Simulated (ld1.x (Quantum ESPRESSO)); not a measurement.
manganese (Mn): excitation energies, all-electron against ultrasoft

ld1.x (Quantum ESPRESSO) 7.5 input, shortened:

```
&input
   title='Mn', zed=25., rel=1, dft='WC', iswitch=3,
   config='[Ar] 3d5 4s0.5 4p0'
 /
 &inputp
   pseudotype=3, tm=.true., lloc=-1, rcloc=1.90,
   nlcc=.true., rcore=1.25
 /
6
4S  1  0   0.50   0.00  2.15  2.35  0.0
4S  1  0   0.00   2.75  2.15  2.35  0.0
4P  2  1   0.00   0.00  1.60  2.15  0.0
4P  2  1   0.00   4.10  1.60  2.15  0.0
3D  3  2   5.00   0.00  1.40  1.80  0.0
3D  3  2   0.00  -0.35  1.40  1.80  0.0
 &test
   configts(1)='3d5 4s0.5 4p0'
 /
```

Energies are relative to the spin-unpolarised reference configuration 3d5 4s0.5 4p0; without spin polarisation the order of configurations can differ from experiment. The frozen-core shift is the all-electron ΔE with the core orbitals held at their reference shape minus the fully relaxed ΔE.

| valence configuration | charge | ΔE all-electron (eV) | error AE − PS (meV) | frozen-core shift (meV) |
| --- | --- | --- | --- | --- |
| 3d5 4s2 4p0 | 0 | -15.273 | -124 | +3.4 |
| 3d5 4s0 4p0 | +2 | 8.652 | -6.5 | +2.3 |
| 3d4 4s2 4p0 | +1 | -2.041 | -342 | +217 |
| 3d6 4s1 4p0 | 0 | -15.638 | -171 | +67 |
| 3d5 4s1.5 4p0 | +0.5 | -11.894 | -64 | +1.7 |

What are ΔE and the potential's error for 3d5 4s1 4p0?

ΔE = -6.827 eV all-electron; the error (AE − PS) is -20 meV.

What are ΔE and the potential's error for 3d4 4s0 4p0?

ΔE = 41.163 eV all-electron; the error (AE − PS) is -245 meV.

A Bessel basis up to 400 Ry misses an occupied level by 0.37 Ry, so cutoffs and ghosts were not judged.
